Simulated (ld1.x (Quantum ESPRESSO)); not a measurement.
**ytterbium (Yb), TM: configuration errors across variants**

* Element: Yb (Z = 70)
* Generator: ld1.x (Quantum ESPRESSO) 7.5
* Type: norm-conserving Troullier–Martins (Kleinman–Bylander form)
* Functional: LDA (PZ)
* Relativity: scalar-relativistic
* Frozen core: [Kr] 4d10
* Valence charge: 24
* Reference configuration: 4f13.5 5s2 5p6 5d0.5 6s2 6p0
* Partial waves: 5p (bound): rc 2.25 bohr; 5d (bound): rc 3.25 bohr; 4f (bound): rc 1.10 bohr; 5s (bound): rc 1.30 bohr
* Local potential: the s channel
* Core correction: none

Occupied shells without a wave of their own: 6s. They enter only through the test configuration that unscreens the potential.

All-electron excitation energies from the reference (eV): (1) 4f14 5s2 5p6 5d0 6s1 6p0 4.896; (2) 4f14 5s2 5p6 5d0 6s0 6p0 17.357; (3) 4f14 5s2 5p6 5d0 6s1 6p1 1.172; (4) 4f14 5s1 5p6 5d0 6s2 6p0 59.455; (5) 4f13 5s2 5p6 5d1 6s2 6p0 3.206; (6) 4f14 5s2 5p5 5d0 6s2 6p0 31.333; (7) 4f13.5 5s2 5p6 5d0.5 6s2 6p0 spin -0.078.

Spin tests fill each open shell by Hund’s rule, majority spin first.

For the base: The 6s level has no wave, so the channel is fitted at the deeper level alone: the likely source of the large errors.

3 further variants failed, have other tests or too few solved ones, and are left out.

The file “all radii scaled by about 1.26 (s 1.64, p 2.84, d 4.10, f 1.38 bohr)” misses its own reference levels by 0.4 eV.

Errors AE − PS in meV (a dash: test not solved or not reliable):

| change | (1) | (2) | (3) | (4) | (5) | (6) | (7) | bound ghosts |
| --- | --- | --- | --- | --- | --- | --- | --- | --- |
| base | -119 | -238 | -86 | -123 | -23 | -77 | +46 | none |
| all radii scaled by about 0.80 (s 1.04, p 1.80, d 2.60, f 0.88 bohr) | – | -218 | -91 | – | – | -154 | – | none |
| all radii scaled by about 0.97 (s 1.26, p 2.18, d 3.16, f 1.06 bohr) | -113 | -220 | -82 | – | -25 | -92 | – | none |
| all radii scaled by about 1.26 (s 1.64, p 2.84, d 4.10, f 1.38 bohr) | -470 | -1196 | -363 | +109 | -5.0 | +15 | – | none |

(1) Give the same row for: all radii scaled by about 1.14 (s 1.48, p 2.56, d 3.72, f 1.26 bohr).

## Answers

(1) -246, -588, -181, –, -15, -28, –; bound ghosts: none.
